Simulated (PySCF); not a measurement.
**Ionisation energy of Hg⁺ by level of theory**

Hg⁺ [Xe] 4f14 5d10 6s1 (2S) → Hg²⁺ [Xe] 4f14 5d10 (1S), as a difference of total energies. All numbers are calculated (PySCF 2.14, a scalar-relativistic core potential, in cc-pVDZ-PP with ECP60MDF). Correlated levels: valence: 5s2 5p6 frozen. The calculations carry no spin-orbit coupling.

```csv
method,ionisation energy (eV)
UHF,17.036
BP86,19.103
TPSS,18.733
MP2 (valence),18.194
SCS-MP2 (valence),18.024
CCSD (valence),18.025
CCSD(T) (valence),18.055
```

How much does correlation contribute at CCSD(T) (valence)?

18.055 − (17.036) = 1.019 eV, measured against UHF.

Errors of the correlated levels include the incompleteness of this basis and the frozen core.

For comparison: 18.757 eV (measured; NIST Atomic Spectra Database, ionization energies).
